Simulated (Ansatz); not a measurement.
`CC[SiH2]C#N` + `NN` → `CCNN` + `N#C[SiH3]`  (substitution at a C–Si bond)

Gas-phase electronic energies from Ansatz, PBE0-D4/def2-TZVP geometries. CBS: MP2 limit from def2 TZ/QZ plus the TZ coupled-cluster correction, frozen cores. This one scheme is used for every species. DFT in def2-TZVPP. HSE06 is defined as in plane-wave codes. One conformer a species, not always the lowest.

`CC[SiH2]C#N`:

```xyz
12

C    -0.248   -0.310    1.494
C    -0.670    0.595    0.339
Si    0.509    0.558   -1.106
C     0.627   -1.192   -1.713
N     0.677   -2.290   -2.059
H    -0.961   -0.252    2.319
H     0.733   -0.029    1.886
H    -0.189   -1.354    1.180
H    -0.748    1.637    0.670
H    -1.663    0.317   -0.029
H     1.887    0.950   -0.724
H     0.046    1.371   -2.256
```

`NN`:

Cartesian coordinates in Å:
```
N -0.527 0.458 -0.249
N 0.590 -0.409 -0.183
H -1.110 0.409 0.580
H -0.186 1.405 -0.341
H 0.913 -0.561 0.766
H 0.319 -1.302 -0.573
```

`CCNN`:

Z-matrix (Å, degrees):
```
C
C 1 1.521
H 1 1.093 2 110.9
H 1 1.093 2 111.0 3 119.5
H 1 1.095 2 111.1 3 -120.7
N 2 1.450 1 115.6 3 61.1
H 2 1.093 1 109.9 3 -60.2
H 2 1.095 1 110.0 3 -177.9
N 6 1.412 2 111.5 1 -61.8
H 6 1.016 2 109.7 1 62.2
H 9 1.010 6 108.5 2 -151.0
H 9 1.015 6 112.9 2 88.7
```

`N#C[SiH3]`:

```xyz
6

N    -1.549   -1.771   -0.542
C    -0.810   -0.926   -0.282
Si    0.376    0.430    0.131
H    -0.285    1.713   -0.191
H     1.588    0.226   -0.691
H     0.681    0.329    1.575
```

| level | ΔE (kcal/mol) | difference from CCSD(T)/CBS |
| --- | --- | --- |
| BLYP-D4 | 12.4 | -0.9 |
| BHLYP-D4 | 12.9 | -0.4 |
| ωB97X-V | 12.5 | -0.8 |
| BLYP | 11.9 | -1.4 |
| r2SCAN | 13.1 | -0.2 |
| r2SCAN0 | 13.3 | 0.0 |
| HSE06 | 13.2 | -0.1 |
| HF/def2-SVP | 8.7 | -4.6 |
| MP2/def2-SVP | 9.3 | -4.0 |
| CCSD/def2-SVP | 8.2 | -5.1 |
| CCSD(T)/def2-SVP | 8.0 | -5.3 |
| HF/def2-TZVPP | 11.5 | -1.8 |
| CCSD/def2-TZVPP | 12.6 | -0.7 |
| CCSD(T)/def2-TZVPP | 12.6 | -0.7 |
| MP2/def2-QZVPP | 14.0 | 0.7 |
| HF/CBS(def2) | 11.5 | -1.8 |
| CCSD(T)/CBS | 13.3 | 0 |

Largest T1 diagnostic among the species: 0.013.

Leaving LDA and LC-ωPBE aside and taking each functional with its dispersion term where it has one, the values, not all of them listed here, spread over 1.3 kcal/mol, from CAM-B3LYP-D4 to HSE06-D4. LDA lies −1.6 kcal/mol from PBE without D4. At CCSD(T), def2-SVP lies −5.3 kcal/mol from the extrapolated value and def2-TZVPP −0.7 kcal/mol.
